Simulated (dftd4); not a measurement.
C₂H, doublet, at a GFN2-xTB geometry; D4 for revpbe (dftd4 4.2.0).

dftd4 was given this input:
```
$ dftd4 mol.xyz --func revpbe --charge 0 --json dftd4.json --noedisp

# file mol.xyz
3

C     -0.00000000    -0.00000000    -0.46866096
C      0.00000000     0.00000000     0.72327087
H     -0.00000000    -0.00000000    -1.52765945
```

Predict the main parts of the log of this dftd4 run.


```
                    ____  _____ _____     ____  _  _
      -------------|  _ \|  ___|_   _|---|  _ \| || |------------
     |             | | | | |_    | | ___ | | | | || |_           |
     |             | |_| |  _|   | ||___|| |_| |__   _|          |
     |             |____/|_|     |_|     |____/   |_|            |
     |             ===================================           |
     |            E. Caldeweyher, S. Ehlert & S. Grimme          |
     |          Mulliken Center for Theoretical Chemistry        |
     |                    University of Bonn                     |
      -----------------------------------------------------------

Rational (Becke-Johnson) damping: revpbe-D4-ATM
---------------------
  s6         1.0000
  s8         1.7468
  s9         1.0000
  a1         0.5363
  a2         3.0726
 alp        16.0000
--------------------

Dispersion energy:      -3.1226524074533E-03 Eh

[Info] JSON dump of results written to 'dftd4.json'
```
